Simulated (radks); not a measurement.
Task: Radial electron density D(r) = 4 pi r^2 rho(r) of an atom or ion with 31 electrons. Method: Dirac Kohn-Sham, PBEsol, spin-unpolarised, spherical densities, finite nucleus; Fermi nuclear charge, rms radius of each element as measured or else 0.836 A^(1/3) + 0.57 fm; computed with a radial shooting solver on a logarithmic mesh with Libxc functionals.

```
   r/bohr * D(r) (the largest magnitude, 105, reaches the edge; | marks zero)
 0.002442 |      *
 0.002775 |        *
 0.003129 |          *
 0.003528 |            *
 0.003977 |              *
 0.004485 |                *
 0.005056 |                   *
 0.005747 |                      *
 0.006479 |                         *
 0.007306 |                            *
 0.008237 |                                *
 0.009287 |                                   *
  0.01047 |                                     *
  0.01181 |                                        *
  0.01342 |                                         *
  0.01513 |                                          *
  0.01706 |                                          *
  0.01923 |                                         *
  0.02169 |                                        *
  0.02445 |                                       *
  0.02779 |                                     *
  0.03133 |                                     *
  0.03533 |                                     *
  0.03983 |                                       *
  0.04491 |                                          *
  0.05063 |                                              *
  0.05755 |                                                   *
  0.06489 |                                                     *
  0.07316 |                                                      *
  0.08249 |                                                    *
    0.093 |                                                *
   0.1049 |                                            *
   0.1192 |                                       *
   0.1344 |                                      *
   0.1515 |                                       *
   0.1708 |                                          *
   0.1926 |                                             *
   0.2172 |                                            *
   0.2448 |                                        *
   0.2783 |                                 *
   0.3138 |                        *
   0.3538 |                *
   0.3989 |          *
   0.4497 |       *
   0.5071 |     *
   0.5763 |    *
   0.6498 |  *
   0.7326 | *
    0.826 |*
   0.9314 *
     1.05 *
    1.193 *
    1.346 *
    1.517 *
```

What is the nuclear charge?

Result: Z = 61. The innermost maximum, from 1s, lies near gamma/Z bohr with gamma = sqrt(1 - (Z/c)^2) = 0.895, here 0.0147 bohr (found: 0.0161), and its height grows with Z. The density is that of the promethium ion Pm30+ in [Ar] 3d10 4s2 4p1; the configuration itself is not fixed sharply by these data, and Z only to a few units. D(r) has 3 maxima, at r = 0.0161, 0.0714, 0.204 bohr, and minima at 0.0316, 0.135 bohr, inside which lie 2.03, 11.23 electrons.
